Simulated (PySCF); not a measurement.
ZrIH₃, SMILES [ZrH3][I], multiplicity 1.

Geometry: B3LYP-D3(BJ)/def2-TZVP. The spin state was assumed, not searched. The structure was generated by enumeration; whether it is a known compound was not checked. The def2 effective core potentials stand for the cores of I, Zr; spin–orbit coupling is left out.

Computed with r2SCAN/def2-TZVPD (PySCF).

Symmetry labels are those of the subgroup Cs that the program uses (full group C3v).

Computed valence orbital energies around the gap with their symmetry:
| orbital | symmetry | energy (eV) |
|---|---|---|
| HOMO−7 | A" | -34.26 |
| HOMO−6 | A' | -18.09 |
| HOMO−5 | A' | -8.66 |
| HOMO−4 | A' | -8.01 |
| HOMO−3 | A' | -7.78 |
| HOMO−2 | A" | -7.78 |
| HOMO−1 | A' | -7.47 |
| HOMO | A" | -7.47 |
| LUMO | A' | -3.43 |
| LUMO+1 | A" | -3.43 |
| LUMO+2 | A' | -2.82 |
| LUMO+3 | A' | -2.13 |
